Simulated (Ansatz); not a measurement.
`[SH][Al]1[CH2][SiH2]1`. Charge 0, multiplicity 1.

Cartesian coordinates in Å:
```
S -1.158 0.951 2.778
Al -0.304 0.231 0.914
C -0.392 0.574 -0.997
Si 0.840 -0.899 -0.760
H -0.409 0.123 3.528
H -1.243 0.426 -1.662
H 0.130 1.494 -1.283
H 0.307 -2.195 -1.261
H 2.229 -0.706 -1.257
```

Task: List the harmonic frequencies (cm⁻¹, unscaled) at PBE0-D4/def2-TZVP in Ansatz. (An estimate is asked.)

Result: Computed: 93, 112, 122, 295, 324, 391, 474, 574, 583, 633, 676, 765, 849, 856, 921, 1341, 2199, 2216, 2705, 3060, 3148.

Task: Is this a minimum?

Result: Yes, all 21 modes are real.

Task: Give the ideal-gas thermochemistry at 298.15 K and 1 bar (rigid rotor, harmonic oscillator; point group C1, symmetry number 1).

Result: Zero-point energy 133.6 kJ/mol; H(298) − E = 155.1 kJ/mol; entropy 350.2 J/(mol·K), of which translation 166.8, rotation 113.1, vibration 70.3; G(298) − E = 50.7 kJ/mol. Modes under 100 cm⁻¹ are hindered rotations or soft bends, so the harmonic entropy is rough.

Task: And at 400, 500, 600, 800 and 1000 K?

Result: 
| T (K) | H − E (kJ/mol) | S (J/mol/K) | G − E (kJ/mol) |
| --- | --- | --- | --- |
| 400 | 167.3 | 385.1 | 13.2 |
| 500 | 180.6 | 414.8 | -26.8 |
| 600 | 195.0 | 441.0 | -69.6 |
| 800 | 226.0 | 485.5 | -162.4 |
| 1000 | 259.3 | 522.7 | -263.4 |
